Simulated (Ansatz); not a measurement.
Basis-set series for `C[N]=[W]([CH3])(=[O])[Cl]`. The species carries charge 0 and has multiplicity 1. W takes the def2 core potential. The structure was optimised at the PBE0-D4/def2-TZVP level.

| atom | x (Å) | y (Å) | z (Å) |
| --- | --- | --- | --- |
| C1 | 1.515 | -1.661 | 0.155 |
| N2 | 0.356 | -0.897 | -0.132 |
| W3 | -0.529 | 0.404 | -0.876 |
| C4 | -1.184 | 1.539 | 0.779 |
| O5 | 0.567 | 1.406 | -1.706 |
| Cl6 | -2.256 | -0.380 | -2.157 |
| H7 | 1.646 | -1.742 | 1.239 |
| H8 | 2.415 | -1.205 | -0.271 |
| H9 | 1.410 | -2.675 | -0.245 |
| H10 | -0.359 | 1.863 | 1.415 |
| H11 | -1.718 | 2.424 | 0.418 |
| H12 | -1.861 | 0.925 | 1.381 |

```tsv
functional	basis	functions	energy (Eh)	HOMO (eV)	LUMO (eV)
PBE0-D4	def2-TZVPP	306	-736.95475	-7.72	-2.11
PBE0-D4	def2-QZVPP	559	-736.98088	-7.73	-2.14
ωB97M-V	def2-TZVPP	306	-737.13897	-9.95	-0.10
ωB97M-V	def2-QZVPP	559	-737.16401	-9.96	-0.14
```

Q: Give the rows for def2-SVP. (An estimate is asked.)

A: Computed: 
```tsv
functional	basis	functions	energy (Eh)	HOMO (eV)	LUMO (eV)
PBE0-D4	def2-SVP	136	-736.53114	-7.72	-2.02
ωB97M-V	def2-SVP	136	-736.70605	-9.93	0.01
```
